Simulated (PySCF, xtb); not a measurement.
Ru(OH)3 (H3O3Ru), SMILES [OH][Ru]([OH])[OH] (connectivity only; charge and spin as stated), neutral, multiplicity 4. One conformer was computed; it need not be the lowest.

Harmonic wavenumbers (cm⁻¹) from GFN2-xTB (xtb) at its own minimum, in rising order: 86, 143, 157, 163, 239, 310, 417, 476, 521, 533, 549, 706, 3490, 3626, 3653.

What does PBE0-D3(BJ)/def2-SVP run with PySCF give at its own minimum? (The exact figures need the calculation; the answer reports its results.)

58, 123, 143, 170, 313, 368, 625, 629, 648, 696, 703, 873, 3843, 3888, 3892. Paired by order, the mean absolute difference is 135 cm⁻¹ and the zero-point energies are 21.5 and 24.3 kcal/mol.
